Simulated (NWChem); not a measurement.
System: CH$_{3}$Mg, doublet; SMILES [CH3][Mg]

```xyz
5

Mg     0.0000     0.0000    -0.9691
C      0.0000     0.0000     1.1615
H      0.7294     0.7294     1.5534
H      0.2670    -0.9963     1.5534
H     -0.9963     0.2670     1.5534
```
Atoms are numbered in this order, from 1.

All runs: NWChem. Spin-unrestricted. Medium grid unless said otherwise, to which SCAN and Minnesota functionals are sensitive. In the optimisation the excess spin sits in a1 (C3v, its own frame). All runs use the structure optimised with PBE0/def2-SVP, spin-unrestricted. The spin multiplicity was typed, not searched, and may not be the lowest. No stability test was run on the SCF state.

Task: Among these, which level gives the highest value of “dipole (D)”?
A) MN15-L/def2-TZVP
B) M06-2X/def2-TZVP
C) CAM-B3LYP/def2-TZVP
D) B3PW91/def2-TZVP

Result: B, M06-2X/def2-TZVP. Values: B3PW91/def2-TZVP 0.87; MN15-L/def2-TZVP 0.90; CAM-B3LYP/def2-TZVP 0.98; M06-2X/def2-TZVP 1.23
